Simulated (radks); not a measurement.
Values are calculated unless marked as measured or tabulated.
Excited configurations of Be: one electron is placed in a higher orbital outside [He] 2s1. The ground configuration is [He] 2s2. Level of theory: scalar-relativistic Kohn-Sham, PBEsol, spin-polarised, spherical densities, finite nucleus; open shells are filled with parallel spins first; Fermi nuclear charge, rms radius 2.519 fm (a radial shooting solver on a logarithmic mesh with Libxc functionals). Excitation = E - E(ground); binding = E(ion) - E, where the ion is the core of charge +1; n* = 1/sqrt(2 binding) in atomic units, and the quantum defect is n - n*.

\begin{tabular}{lrrrrrr}
outer orbital & excitation (eV) & binding (eV) & n* & quantum defect & eigenvalue (eV) & <r> (bohr) \\ \hline
3p & 6.611 & 2.283 & 2.441 & 0.559 & -1.283 & 8.564 \\
4s & 7.388 & 1.507 & 3.005 & 0.995 & -0.936 & 14.74 \\
5p & 8.084 & 0.810 & 4.097 & 0.903 & -0.522 & 27.27 \\
5f & 8.241 & 0.654 & 4.562 & 0.438 & -0.389 & 28.83 \\
\end{tabular}

The Delta-SCF ionisation energy is 8.894 eV (NIST Atomic Spectra Database: 9.323 eV, measured). Self-interaction in the functional shifts the binding energies and quantum defects, so they are the method's values and not measured ones.
